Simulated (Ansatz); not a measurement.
`O=C=[N][Al]([N]=C=O)[N]=C=O`, one more setting.

```yaml
crystal:
  periodic: [false, false, false]
  atoms:
    - {symbol: O, position_ang: [-0.525530, -1.648312, 3.655788]}
    - {symbol: C, position_ang: [-0.406126, -1.161888, 2.594863]}
    - {symbol: N, position_ang: [-0.202604, -0.689700, 1.576538]}
    - {symbol: Al, position_ang: [0.022716, -0.012014, 0.004262]}
    - {symbol: N, position_ang: [0.124056, 1.691198, -0.228282]}
    - {symbol: C, position_ang: [0.168146, 2.941063, -0.344596]}
    - {symbol: O, position_ang: [0.205811, 4.099927, -0.410278]}
    - {symbol: N, position_ang: [0.200576, -1.026675, -1.380166]}
    - {symbol: C, position_ang: [0.290599, -1.712642, -2.334695]}
    - {symbol: O, position_ang: [0.404215, -2.429827, -3.241194]}
basis:
  gaussian: {orbitals: "6-31++G**", nuclear_model: gaussian}
hamiltonian: {xc: {name: B97}}
scf: {lower_state_search: full}
output: {forces: true}
```

```sh
$ ansatz run in.yaml --threads 2 --pin off --events-out ev --progress --plain --max-ram 32768MiB --backend cpu
```

Output, abridged:

```
Functional definition: B97
1710 factors; integrals over basis functions are off by at most 1.2e-3 eV
mean field evaluation 1: about -20297.3035 eV, gradient 1.0e2 eV
mean field evaluation 2: about -20297.7292 eV, gradient 1.0e2 eV
mean field evaluation 4: about -20314.6024 eV, gradient 3.3e1 eV
mean field evaluation 8: about -20317.1134 eV, gradient 6.0e-1 eV
mean field evaluation 16: about -20317.1480 eV, gradient 2.1e-3 eV
mean field -20317.14799672 eV, -746.6414174220 hartree, gradient 1.7e-5 eV, S^2 0.000000; 0 other end points of the search recorded, 0 dependent functions left out
reference -20317.14805747 eV, -746.6414196545 hartree; 38, 38 occupied and 156, 156 virtual orbitals, 1710 factors
Total energy: -20317.14805747 eV, -746.6414196545 hartree
Atom 0 at    -0.525530    -1.648312     3.655788 Å, force    -0.431110    -0.388183     0.824462 eV/Å
Atom 1 at    -0.406126    -1.161888     2.594863 Å, force    -0.628680    -2.918079     6.384395 eV/Å
Atom 2 at    -0.202604    -0.689700     1.576538 Å, force     0.871217     2.828161    -6.167480 eV/Å
Atom 3 at     0.022716    -0.012014     0.004262 Å, force     0.095273     0.156276    -0.177072 eV/Å
Atom 4 at     0.124056     1.691198    -0.228282 Å, force     0.168161     4.960344    -0.520252 eV/Å
Atom 5 at     0.168146     2.941063    -0.344596 Å, force    -0.210161    -5.064342     0.735879 eV/Å
Atom 6 at     0.205811     4.099927    -0.410278 Å, force     0.062537     1.201725    -0.238985 eV/Å
Atom 7 at     0.200576    -1.026675    -1.380166 Å, force    -0.263426     1.188081     1.560087 eV/Å
Atom 8 at     0.290599    -1.712642    -2.334695 Å, force     0.237720    -0.973096    -0.814463 eV/Å
Atom 9 at     0.404215    -2.429827    -3.241194 Å, force     0.098469    -0.990887    -1.586571 eV/Å
Dipole moment:    -0.026710     0.154126    -0.077611 e Å
```

It took 14 s on 2 threads of an AMD EPYC 7R13 on a shared host, with 0.69 GiB of host memory at the peak.
